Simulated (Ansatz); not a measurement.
Isolated molecules relaxed with PBE0-D4/def2-TZVP in Ansatz; ΔE leaves out vibrations. CCSD(T)/CBS adds triple-zeta CCSD(T) − MP2 to the extrapolated MP2 energy (def2 sets, frozen cores). Each species was taken in one conformer, which may not be the lowest.

Reaction (ligand exchange at the Si–S bond): `O[SiH2]S[SiH2]Cl` + `O[SiH2]O` → `O[SiH2]O[SiH2]Cl` + `O[SiH2]S`

```json
{"level": "MP2/def2-TZVPP", "ΔE (kJ/mol)": "-50.1"}
{"level": "SCS-MP2/def2-TZVPP", "ΔE (kJ/mol)": "-57.4"}
{"level": "CCSD/def2-TZVPP", "ΔE (kJ/mol)": "-59.8"}
{"level": "CCSD/CBS(def2)", "ΔE (kJ/mol)": "-56.5"}
```

(1) What does CCSD(T)/CBS give? (Estimate.)

Largest T1 diagnostic among the species: 0.011.

Answers

(1) The calculation gave: -52.0 kJ/mol. The listed levels differ from it by 1.9, -5.4, -7.8, -4.5 kJ/mol.

The D4 term adds +4.9 kJ/mol with B3LYP and +2.6 kJ/mol with PBE0; it sums over pairs of atoms, weighted by their polarisabilities, and B3LYP, whose exchange is more repulsive, gets the larger term. In def2-TZVPP, CCSD(T) changes the Hartree–Fock value by +22.2 kJ/mol (the triples alone add +4.5 kJ/mol) and MP2 by +27.3 kJ/mol. From PBE to PBE0 (25 % exact exchange), in def2-TZVPP and without D4, ΔE moves by −4.9 kJ/mol.

B3LYP here is the variant with VWN-RPA as its local correlation; programs differ in this.
